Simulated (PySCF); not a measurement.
These compounds are isomers of formula C$_{6}$H$_{7}$FO.

A. SMILES C=C/C(=C/C)C(=O)F
B. `C=CC(=C)O/C=C\F`
C. `InChI=1S/C6H7FO/c1-3-4-5(2)6(7)8/h3-4H,1H2,2H3/b5-4+`
D. SMILES O1/C(=C/CF)C=CC1

Spectrum 1. 1H NMR (400 MHz, computed): δ 6.55 (m, 1H), 6.36 (m, 1H), 6.25 (m, 1H), 6.02 (m, 1H), 5.61 (m, 1H), 4.53 (m, 1H), 4.48 (m, 1H). 13C{1H} NMR (computed): δ 165.8 (C), 145.8 (CH), 139.5 (CH), 132.4 (CH), 124.7 (CH2), 94.9 (CH2).

Spectrum 2. 1H NMR (400 MHz, computed): δ 7.62 (m, 1H), 7.04 (m, 1H), 6.10 (m, 1H), 6.09 (m, 1H), 2.16 (s, 3H). 13C{1H} NMR (computed): δ 166.9 (C), 154.2 (CH), 140.8 (CH), 137.8 (CH2), 129.3 (C), 13.6 (CH3).

Spectrum 3. 1H NMR (400 MHz, computed): δ 7.05 (ddt, J = 7.0, 5.1, 3.3 Hz, 1H), 6.39 (dtq, J = 7.0, 3.2, 1.7 Hz, 1H), 5.69 (m, 2H), 5.14 (tq, J = 5.1, 3.2 Hz, 2H), 4.64 (d of quint of d, J = 34.8, 3.4, 1.9 Hz, 1H). 13C{1H} NMR (computed): δ 167.1 (C), 141.2 (CH), 133.2 (CH), 97.5 (CH, d, J = 10.6 Hz), 86.5 (CH2, d, J = 225.2 Hz), 79.7 (CH2).

Spectrum 4. 1H NMR (400 MHz, computed): δ 6.77 (dqd, J = 11.5, 8.7, 1.1 Hz, 1H), 6.52 (d of d of quint, J = 18.9, 12.8, 1.0 Hz, 1H), 5.82 (d of d of quint, J = 18.9, 8.9, 1.1 Hz, 1H), 5.76 (d of d of quint, J = 12.8, 2.8, 1.1 Hz, 1H), 2.39 (dq, J = 8.7, 1.1 Hz, 3H). 13C{1H} NMR (computed): δ 166.1 (C, d, J = 406.2 Hz), 159.8 (CH, d, J = 9.4 Hz), 141.3 (CH, d, J = 5.9 Hz), 135.3 (C, d, J = 54.8 Hz), 128.1 (CH2), 20.1 (CH3).

[PySCF 2.14: couplings computed with B3LYP/pcJ-1 (spin–dipole term left out of most H,H and C,H couplings); geometry: GFN2-xTB; GIAO PBE0/pcSseg-1 shieldings; gas phase; no relativistic terms; one computed conformer; rapidly exchanging positions averaged]

References, each an isolated molecule treated in the same way: 1H (σref 31.72) and 13C (σref 186.93) against TMS. Multiplet labels drop J under 1 Hz and among equivalent protons, and merge close values. Unscaled 3J(H,H) run several per cent high. Splittings of carbon signals by F and P are missing where no couplings were computed. Where no couplings were computed, multiplicities follow the n + 1 count of equivalent neighbours, and m marks all less simple cases (inequivalent or close neighbours, rings, F or P nearby). Vicinal couplings that depend on rotamer populations or ring flexing (ring, CH–CH, X–H and H–F types) are those of the one conformer. One-bond C–F couplings are unscaled and too large by tens of Hz. Shifts are as computed. Against solution values, carbons near 30 ppm lie about +3 ppm off and those near 130 ppm about +5 ppm. Of 1309 compounds with measured shifts, 239 miss one by over three times the rms of a fit or turn the order of signals round; such compounds aren't used in these exercises.

Question: Which spectrum belongs to which compound?

Answer: 1–B, 2–C, 3–D, 4–A.

- Spectrum 1 (B): 6 13C signals; δC 165.8 is an alkene carbon bearing oxygen; δC 139.5 is an alkene CH.
- Spectrum 2 (C): 6 13C signals; δC 154.2 is a β carbon of a C=C–C=O unit; δC 140.8 is an alkene CH.
- Spectrum 3 (D): 6 13C signals; δC 167.1 is an alkene carbon bearing oxygen; δC 141.2 is an alkene CH.
- Spectrum 4 (A): 6 13C signals; δC 159.8 is a β carbon of a C=C–C=O unit; δC 141.3 is an alkene CH.
